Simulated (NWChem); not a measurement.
All runs are NWChem calculations. System: F3S (+1), charge 1, spin multiplicity 1, at a geometry optimised with PBE0/def2-SVP. The structure started from a generated list of species. Level: CR-EOMCCSD(T)/def2-SVP, 8 core orbitals frozen.

The NWChem input:

```
start mol
memory heap 100 mb stack 700 mb global 1900 mb
charge 1
geometry units angstroms nocenter noautoz
  F      0.217484     0.692888     1.167690
  S     -0.454276    -0.034951     0.000000
  F      0.217484     0.692888    -1.167690
  F      0.372633    -1.323642     0.000000
  symmetry group Cs
end
basis spherical
  * library def2-svp
end
scf
  rhf
  nopen 0
  maxiter 100
  thresh 1e-7
  semidirect memsize 60000000 filesize 0
end
tce
  freeze core 8
  creomsd(t)
  nroots 2
  2eorb
  2emet 13
  thresh 1e-5
  maxiter 200
  tilesize 24
end
task tce energy
```

Part of the output:

```
             Northwest Computational Chemistry Package (NWChem) 7.3.0
             --------------------------------------------------------

                                NWChem Input Module
                                -------------------

 Scaling coordinates for geometry "geometry" by  1.889725989
 (inverse scale =  0.529177249)

 Turning off AUTOSYM since
 SYMMETRY directive was detected!

                             Geometry "geometry" -> ""
                             -------------------------

 Output coordinates in angstroms (scale by  1.889725989 to convert to a.u.)

  No.       Tag          Charge          X              Y              Z
 ---- ---------------- ---------- -------------- -------------- --------------
    1 F                    9.0000     0.21748400     0.69288800     1.16769000
    2 S                   16.0000    -0.45427600    -0.03495100     0.00000000
    3 F                    9.0000     0.21748400     0.69288800    -1.16769000
    4 F                    9.0000     0.37263300    -1.32364200     0.00000000

 Effective nuclear repulsion energy (a.u.)     204.3615812528

            Nuclear Dipole moment (a.u.)
            ----------------------------
        X                 Y               Z
 ---------------- ---------------- ----------------
    -0.0000132281    -0.0000188973     0.0000000000

      Symmetry information
      --------------------

 Group name             Cs
 Group number              2
 Group order               2
 No. of unique centers     3

      Symmetry unique atoms

     1    2    4


 Summary of "ao basis" -> "" (spherical)
 ------------------------------------------------------------------------------
       Tag                 Description            Shells   Functions and Types
 ---------------- ------------------------------  ------  ---------------------
 *                          def2-svp                  on all atoms

 Summary of "ao basis" -> "ao basis" (spherical)
 ------------------------------------------------------------------------------
       Tag                 Description            Shells   Functions and Types
[...]
   0.0109520737390   0.3865143116272   10.51759     0.4     0.4

 Iteration  14 using   28 trial vectors
   0.0002273286369   0.3347056464840    9.10781
   0.0059672449508   0.3865179158274   10.51769     0.4     0.4

 Iteration  15 using   30 trial vectors
   0.0001155777899   0.3347043857160    9.10777
   0.0034198058725   0.3864210660067   10.51506     0.4     0.4

 Iteration  16 using   32 trial vectors
   0.0000496533769   0.3347046181668    9.10778
   0.0015676945585   0.3864503518671   10.51585     0.4     0.4

 Iteration  17 using   34 trial vectors
   0.0000201697753   0.3347043906795    9.10777
   0.0007215925590   0.3864413286204   10.51561     0.4     0.4

 Iteration  18 using   36 trial vectors
   0.0000076727856   0.3347043917207    9.10777
   0.0003260196089   0.3864425577144   10.51564     0.4     0.4

 Iteration  19 using   37 trial vectors
   0.0000029681734   0.3347043930284    9.10777
   0.0001597434270   0.3864450991135   10.51571     0.3     0.3

 Iteration  20 using   38 trial vectors
   0.0000018095695   0.3347043909379    9.10777
   0.0000797307356   0.3864466674597   10.51575     0.3     0.3

 Iteration  21 using   39 trial vectors
   0.0000016688467   0.3347043916766    9.10777
   0.0000398809046   0.3864467408147   10.51576     0.3     0.3

 Iteration  22 using   40 trial vectors
   0.0000016687498   0.3347043913383    9.10777
   0.0000152080359   0.3864469046403   10.51576     0.3     0.3

 Iteration  23 using   41 trial vectors
   0.0000016561916   0.3347043908744    9.10777
   0.0000060208096   0.3864469293082   10.51576     0.2     0.2
 --------------------------------------------------------------
 Iterations converged
 ------------------

 Excited state root  1
 Excitation energy / hartree =        0.334704390874371
                   / eV      =        9.107773756491738
 largest EOMCCSD amplitudes: R1 and R2

 Singles contributions
    22a'  (alpha) ---    20a"  (alpha)        0.2281849079
    24a'  (alpha) ---    19a"  (alpha)       -0.1371268703
    23a"  (alpha) ---    15a'  (alpha)        0.1386511065
    23a"  (alpha) ---    21a'  (alpha)       -0.8759291149

 Doubles contributions
 ------------------

 Excited state root  2
 Excitation energy / hartree =        0.386446929308213
                   / eV      =       10.515760465034477
 largest EOMCCSD amplitudes: R1 and R2

 Singles contributions
    22a'  (alpha) ---    19a"  (alpha)        0.3071227893
    22a'  (alpha) ---    20a"  (alpha)        0.7693475585
    24a'  (alpha) ---    16a"  (alpha)       -0.1111643046
    23a"  (alpha) ---    18a'  (alpha)        0.3071220674
    23a"  (alpha) ---    21a'  (alpha)        0.1285278225

 Doubles contributions
======= CR-EOMCCSD(T) calculation ======
corresponding R0 value =     0.000000

CR-EOMCCSD(T) Intermediates cpu wall time             0.3            0.3
 creom_N i2_1 nr of boxes                    22
 creom_N i2_2 nr of boxes                    22
 creom_N i2_3 nr of boxes                    22
 creom_N i2_4 nr of boxes                    22

CR-EOMCCSD(T) triples loop cpu wall             7.1            7.1

 CR-EOMCCSD(T)  total energy / hartree       =      -695.409188740517266
 CR-EOMCCSD(T)  excitation energy (eV)       =      8.97429

======= CR-EOMCCSD(T) calculation ======
corresponding R0 value =     0.000000

CR-EOMCCSD(T) Intermediates cpu wall time             0.3            0.3
 creom_N i2_1 nr of boxes                    22
 creom_N i2_2 nr of boxes                    22
 creom_N i2_3 nr of boxes                    22
 creom_N i2_4 nr of boxes                    22

CR-EOMCCSD(T) triples loop cpu wall             7.1            7.1

 CR-EOMCCSD(T)  total energy / hartree       =      -695.354207487349640
 CR-EOMCCSD(T)  excitation energy (eV)       =     10.47040

 Task  times  cpu:       56.2s     wall:       56.2s

 Total times  cpu:       56.3s     wall:       56.3s
```
